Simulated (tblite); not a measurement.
Species: C4H3F3N2S.
Atom-mapped SMILES: `[CH3:1][c:2]1[n:3][n:4][c:5]([C:6]([F:7])([F:8])[F:9])[s:10]1` (hydrogens: H11, H12, H13 on C1)

The geometry is computed with GFN2-xTB (gas phase).

(1) List the bond lengths, angles and torsions at this level.

## Answers

(1) 
```tsv
bond	length (pm)
C1–C2	147.5
C2–N3	128.7
N3–N4	131.4
N4–C5	128.7
C5–C6	149.2
C6–F7, C6–F8	134.4
C6–F9	133.0
C5–S10	174.3
C2–S10	176.0
C1–H11, C1–H12, C1–H13	108.8
```

Bonds in one row agree within 1 pm and their mean is given. A selection of angles:
```tsv
angle	degrees
C1–C2–N3	124.7
C1–C2–S10	122.6
N3–C2–S10	112.8
C2–N3–N4	114.7
N3–N4–C5	113.5
N4–C5–C6	124.3
N4–C5–S10	114.1
C6–C5–S10	121.6
C5–C6–F7	111.6
C5–C6–F9	112.7
F7–C6–F8	106.2
F7–C6–F9	107.2
C2–S10–C5	84.9
```

Dihedral angles: N4–C5–C6–F7 120° (anticlinal).

The 5-membered ring C2–N3–N4–C5–S10 has internal angles of 84.9° to 114.7°; it is planar, 0.00 Å rms from its mean plane, widest ring torsion 0°.

Point group: Cs (every atom within 0.08 Å of its image). Its GFN2-xTB frequencies are all real (lowest 15 cm⁻¹). 2 starts were optimised and ended at 0.00 and 0.19 kcal/mol (GFN2-xTB); the lowest of these is shown.
